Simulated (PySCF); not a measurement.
## Relaxation of triplet OsH₄

All numbers come from UPBE0/[Os def2-TZVP with ECP60, H def2-TZVP], scalar-relativistic core potentials, density fitting, no spin–orbit coupling, PySCF. A (50,194) grid was used.

A start displaced from a saddle point along its imaginary mode, of D2 symmetry, held to at least that symmetry:

```xyz
5
charge 0 multiplicity 3, angstrom
Os    0.0000    0.0000    0.0000
H     1.6344   -0.5310    0.1200
H    -0.5310    1.6344   -0.1200
H    -1.6344    0.5310    0.1200
H     0.5310   -1.6344   -0.1200
```

Optimiser trace:
```json
{"step": "0", "E − E(last) (kJ/mol)": "180.44", "largest gradient (Eh/bohr)": "0.02048"}
{"step": "1", "E − E(last) (kJ/mol)": "88.32", "largest gradient (Eh/bohr)": "0.02200"}
{"step": "2", "E − E(last) (kJ/mol)": "23.99", "largest gradient (Eh/bohr)": "0.01261"}
{"step": "3", "E − E(last) (kJ/mol)": "16.83", "largest gradient (Eh/bohr)": "0.00238"}
{"step": "4", "E − E(last) (kJ/mol)": "16.20", "largest gradient (Eh/bohr)": "0.00153"}
{"step": "5", "E − E(last) (kJ/mol)": "14.58", "largest gradient (Eh/bohr)": "0.00415"}
{"step": "6", "E − E(last) (kJ/mol)": "11.52", "largest gradient (Eh/bohr)": "0.00561"}
{"step": "7", "E − E(last) (kJ/mol)": "6.89", "largest gradient (Eh/bohr)": "0.00764"}
{"step": "8", "E − E(last) (kJ/mol)": "3.96", "largest gradient (Eh/bohr)": "0.01085"}
{"step": "9", "E − E(last) (kJ/mol)": "0.21", "largest gradient (Eh/bohr)": "0.00123"}
{"step": "10", "E − E(last) (kJ/mol)": "0.01", "largest gradient (Eh/bohr)": "0.00024"}
{"step": "11", "E − E(last) (kJ/mol)": "0.00", "largest gradient (Eh/bohr)": "0.00004"}
```

It ends at D2d with H–H 0.970 Å (×2), Os–H 1.684 Å (×4); H–H–Os 73.3° (×4), H–Os–H 33.5° (×2), H–Os–H 156.5° (×4). A frequency run shows a minimum. Other isomers or separated fragments may lie lower.

Final geometry:
Z-matrix (Å, degrees; charge 0 multiplicity 3):
```
Os
H  1 1.6842
H  1 1.6842 2 156.50
H  1 1.6842 2 156.50 3 -92.48
H  1 1.6842 2 33.48 3 133.76
```

Other spin states or occupations of the open shell can lie lower. At this level a singlet minimum of Td symmetry lies 99 kJ/mol below this structure. No spin–orbit coupling is included, which matters more the heavier the element.
